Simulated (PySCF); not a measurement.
# Excitation energy of O by level of theory

O [He] 2s2 2p4 (3P) → O [He] 2s1 2p5, s spin flipped, as a difference of total energies. Calculation: PySCF 2.14, in dyall-acv3z; no relativity, point nucleus. Correlated levels: valence: 1s2 frozen; valence and next inner shell: nothing frozen; virtual orbitals above 40 to 60 times the deepest correlated orbital energy dropped. The calculations carry no spin-orbit coupling.

```csv
method,excitation energy (eV)
UHF,21.359
LDA,16.079
PBE,16.522
PBE0,17.703
r2SCAN,18.075
CAM-B3LYP,17.374
B97-3,17.675
MN15,16.665
M06,17.522
MP2 (valence),19.376
SCS-MP2 (valence),19.109
MP2 (valence and next inner shell),19.313
SCS-MP2 (valence and next inner shell),19.078
```

Question: How much does correlation contribute at MP2 (valence and next inner shell)?

Answer: 19.313 − (21.359) = -2.046 eV, measured against UHF.

The upper determinant mixes two multiplicities, so it lies between the two terms.

The upper state lies above the first ionisation limit, but in LS coupling its spin forbids autoionisation to the ground ion.
